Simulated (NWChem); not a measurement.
# AgPH₃Br; SMILES [PH3]->[Ag][Br]

This build's default masses of Se (78.918 u) and Br (79.917 u) are each other's, which moves their modes by up to 0.6 %. def2 effective core potentials on Ag; no spin-orbit coupling.

Task: Give the equilibrium geometry at PBE0/def2-SVP with def2 effective core potentials on Ag (NWChem) as a list of bonds and angles, with the point group.

Result: point group C3v; any orientation.
Bonded distances (Å): Ag1–Br2 2.413, Ag1–P3 2.363, P3–H4 1.417, P3–H5 1.417, P3–H6 1.417. Angles (°): Br2–Ag1–P3 180.0, Ag1–P3–H4 119.0, Ag1–P3–H5 119.1, Ag1–P3–H6 119.1, H4–P3–H5 98.4, H4–P3–H6 98.4, H5–P3–H6 98.4.
